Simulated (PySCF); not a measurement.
Run record: excited-state job, `B[Si@](C)(N)[SiH3]`.

Method: TDDFT CAM-B3LYP/def2-SVPD, vertical, gas phase, core orbitals frozen in the response (PySCF 2.14.0, density-fitted response routines). Geometry: GFN2-xTB. The input is one job of a driver script: a line of settings, then coordinates in Å.

Command:
```bash
OMP_NUM_THREADS=1 python probes_run.py task.json out
```

Input:
```
{"job": {"kind": "uv", "xc": "CAM-B3LYP", "basis": "def2-SVPD", "nstates": 8, "ntriplets": 3}, "charge": 0, "multiplicity": 1}
B     -0.757395     2.034418    -0.228165
Si    -0.233336     0.201731     0.152590
C     -1.167993    -1.095809    -0.931112
N     -0.425579    -0.159461     1.849333
Si     2.039557    -0.219006    -0.221217
H     -0.951664     2.824438     0.612768
H     -0.816797     2.421522    -1.331812
H     -2.244629    -1.052210    -0.780354
H     -0.849333    -2.109600    -0.701956
H     -0.982073    -0.929196    -1.988211
H     -0.146614    -1.061647     2.201468
H     -1.261462     0.136628     2.327698
H      2.947000     0.644923     0.540977
H      2.410287    -0.033615    -1.629733
H      2.435617    -1.595125     0.105815
```

Estimate the output.

```
coarse grid: 12688 points
cycle   1  E = -702.2235380606  dE =  5.330e-02  |g| = 4.409e-01  |ddm| = 4.986e+00
cycle   2  E = -702.2269289279  dE = -3.391e-03  |g| = 4.579e-01  |ddm| = 1.515e+00
cycle   3  E = -702.2734216637  dE = -4.649e-02  |g| = 4.663e-02  |ddm| = 6.443e-01
cycle   4  E = -702.2739044569  dE = -4.828e-04  |g| = 2.446e-02  |ddm| = 1.193e-01
cycle   5  E = -702.2740609922  dE = -1.565e-04  |g| = 4.054e-03  |ddm| = 3.739e-02
cycle   6  E = -702.2740669101  dE = -5.918e-06  |g| = 8.778e-04  |ddm| = 1.372e-02
final grid: 110984 points
cycle   7  E = -702.3661091312  dE = -1.946e-05  |g| = 3.102e-03  |ddm| = 5.210e-02
cycle   8  E = -702.3661092323  dE = -1.012e-07  |g| = 3.219e-03  |ddm| = 9.729e-03
cycle   9  E = -702.3661116300  dE = -2.398e-06  |g| = 2.430e-04  |ddm| = 4.086e-03
cycle  10  E = -702.3661116437  dE = -1.367e-08  |g| = 1.457e-04  |ddm| = 6.475e-04
cycle  11  E = -702.3661116497  dE = -5.999e-09  |g| = 2.527e-05  |ddm| = 2.515e-04
cycle  12  E = -702.3661116500  dE = -3.263e-10  |g| = 7.609e-06  |ddm| = 6.629e-05
converged SCF energy = -702.3661116500

Static polarisability (au): isotropic 93.343, principal 85.567 90.979 103.483

Singlet excitations
state   eV       nm        f      main configurations
  1   3.9854    311.1   0.01103   H->L 0.69, H-1->L 0.26
  2   4.0774    304.1   0.04196   H-1->L 0.56, H->L 0.29, H-2->L 0.09
  3   5.4940    225.7   0.00129   H-5->L 0.84, H-6->L 0.10
  4   5.6235    220.5   0.06470   H-2->L 0.80, H-1->L 0.14
  5   6.2331    198.9   0.01523   H->L+1 0.52, H->L+2 0.41
  6   6.7280    184.3   0.00054   H-3->L 0.81
  7   6.9973    177.2   0.06786   H->L+2 0.39, H->L+1 0.29, H->L+3 0.12
  8   7.2056    172.1   0.04652   H-4->L 0.88

Triplet excitations (Tamm-Dancoff, eV): 3.2039 3.7047 4.8097
```

The SCF starts on a coarse grid where the log names one; the energy can jump when the final grid takes over, and dE then counts from the start density on the new grid. H and L stand for HOMO and LUMO; the number after each pair is its weight.

How does the lowest singlet excitation compare with the HOMO–LUMO gap?

HOMO -8.37 eV and LUMO -1.44 eV give a gap of 6.93 eV; S1 at 3.99 eV lies 2.94 eV below it.

Give the mean polarisability as a volume in Å³, and the ratio of the largest to the smallest principal value.

93.343 au × 0.148185 = 13.83 Å³; 103.483/85.567 = 1.21.

Main results: HOMO -8.37 eV, LUMO -1.44 eV; lowest singlet 3.99 eV; lowest triplet 3.20 eV (Tamm–Dancoff); mean polarisability 93.3 au.

Hardware: one thread of an Arm Neoverse N1, no GPU, on a shared host. Cost: 61 s wall (grids of density and orbitals included), 0.87 GiB resident at most.

One conformer stands for the species.
Labels such as C1 count atoms from 1, the log's own numbers from 0.
